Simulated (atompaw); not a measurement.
## u(r) = r·R(r): atom against pseudo-atom (lithium (Li))

Columns: radius, all-electron u(r) and pseudo u(r) of the 1s shell (level -55.76 eV) of lithium in the configuration 1s2 2s0.5 2p0; PBE, scalar-relativistic, PAW (atompaw) scheme, atompaw 4.2.0.5.

| r (bohr) | all-electron | pseudo |
| --- | --- | --- |
| 0.115 | 0.7594 | 0.6143 |
| 0.231 | 1.0879 | 1.0262 |
| 0.346 | 1.1776 | 1.1705 |
| 0.462 | 1.1439 | 1.1439 |
| 0.577 | 1.0506 | 1.0506 |
| 0.692 | 0.9328 | 0.9328 |
| 0.808 | 0.8090 | 0.8090 |
| 0.923 | 0.6918 | 0.6918 |
| 1.038 | 0.5850 | 0.5850 |
| 1.154 | 0.4898 | 0.4898 |
| 1.269 | 0.4081 | 0.4081 |
| 1.385 | 0.3376 | 0.3376 |
| 1.500 | 0.2785 | 0.2785 |
| 1.615 | 0.2288 | 0.2288 |
| 1.731 | 0.1870 | 0.1870 |
| 1.846 | 0.1526 | 0.1526 |
| 1.962 | 0.1241 | 0.1241 |
| 2.077 | 0.1009 | 0.1009 |
| 2.192 | 0.0820 | 0.0820 |
| 2.308 | 0.0664 | 0.0664 |
| 2.423 | 0.0539 | 0.0539 |
| 2.538 | 0.0437 | 0.0437 |
| 2.654 | 0.0353 | 0.0353 |
| 2.769 | 0.0286 | 0.0286 |
| 2.885 | 0.0230 | 0.0230 |
| 3.000 | 0.0186 | 0.0186 |

(1) How many radial nodes do the two functions have?

(2) At about which radius was the pseudo-wave matched?

(3) Is the pseudo-wave norm-conserving?

Answers

(1) The all-electron 1s function has n − l − 1 = 0; the pseudo-wave has 0.

(2) 0.50 bohr, where the columns begin to agree (steps of 0.12 bohr).

(3) No, it belongs to a PAW set: the norm inside the radius is not constrained, and the difference is carried by the augmentation charge.
